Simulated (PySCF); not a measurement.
Mapped SMILES: `[CH3:1][C:2]1([CH3:3])[CH2:4][P@:5]([CH3:6])(=[O:7])[c:8]2[cH:9][cH:10][cH:11][cH:12][c:13]21`. Each H is labelled by its parent atom. Ha(C4) is pro-R; Hb(C4) is pro-S.

PySCF 2.14.0 with density-fitted response routines calculation with shieldings: GIAO CAM-B3LYP/pcSseg-1 and PBE0-D3(BJ)/def2-SVP structure; gas phase, one averaged value for each set of equivalent atoms, non-relativistic, a single conformation.

Shifts are taken against calculated references (same method and geometry level): $^{13}$C and $^{1}$H vs TMS; H3PO4 for $^{31}$P; $^{17}$O against H2O.

```csv
atoms,nucleus,count,δ (ppm)
H(C12),$^{1}$H,1,7.39
C12,$^{13}$C,1,132.2
C10,$^{13}$C,1,?
H(C1),$^{1}$H,3,1.09
C1,$^{13}$C,1,34.4
H(C10),$^{1}$H,1,?
C2,$^{13}$C,1,40.1
C11,$^{13}$C,1,?
C3,$^{13}$C,1,?
C4,$^{13}$C,1,47.6
H(C3),$^{1}$H,3,1.40
C8,$^{13}$C,1,?
C13,$^{13}$C,1,?
H(C6),$^{1}$H,3,?
C9,$^{13}$C,1,138.6
O7,$^{17}$O,1,121.9
H(C9),$^{1}$H,1,7.86
P5,$^{31}$P,1,18.7
H(C11),$^{1}$H,1,7.54
Hb(C4),$^{1}$H,1,1.87
C6,$^{13}$C,1,22.6
Ha(C4),$^{1}$H,1,1.64
```

Q: Fill in the missing shifts.

A: 
- C13: 163.8 ppm, substituted aromatic carbon
- C8: 144.8 ppm, substituted aromatic carbon
- C11: 141.5 ppm, aromatic CH
- C10: 136.3 ppm, aromatic CH; the aromatic region
- C3: 33.0 ppm, methyl carbon; aliphatic region, no heteroatom directly attached
- H(C10): 7.45 ppm, hydrogen on an aromatic CH; ring-current deshielding
- H(C6): 1.41 ppm, hydrogen on a methyl carbon bonded to P

Shifts are as computed, not scaled to solution data. Of 1211 compounds with measured shifts, 218 miss one by over three times the rms of a fit or turn the order of signals round; such compounds aren't used in these exercises. Experimental scales use liquid or dissolved standards, which lie at an offset from isolated H2O (liquid H2O: subtract about 36 ppm) and H3PO4.
